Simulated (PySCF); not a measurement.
Computed shifts of a molecule Cl2H5NSi2, PBE/pcSseg-1 in PySCF, GIAO, gas phase, equivalent atoms averaged, in ppm (number of nuclei): ²⁹Si: 3.4 (1), -54.9 (1). ¹⁵N: 46.8 (1). ¹H: 6.54 (1), 5.27 (3), 1.23 (1). References: ²⁹Si against TMS (σ = 335.4 ppm); ³⁵Cl against HCl (σ = 936.5 ppm); ¹⁵N against NH3 (σ = 267.0 ppm); ¹H against TMS (σ = 31.49 ppm), references at their B3LYP-D3(BJ)/def2-TZVP geometries, non-relativistic (without spin–orbit terms, shifts of atoms bonded to Cl or Br come out too high). Geometry: PBE-D3(BJ)/def2-SVP. One conformer was computed; it need not be the lowest.

Q: Identify the compound among the candidates.
(A) N[SiH2][SiH](Cl)Cl
(B) N[Si@@H](Cl)[SiH2]Cl
(C) [SiH3]N[SiH](Cl)Cl
(D) N[Si]([SiH3])(Cl)Cl

A: C, [SiH3]N[SiH](Cl)Cl
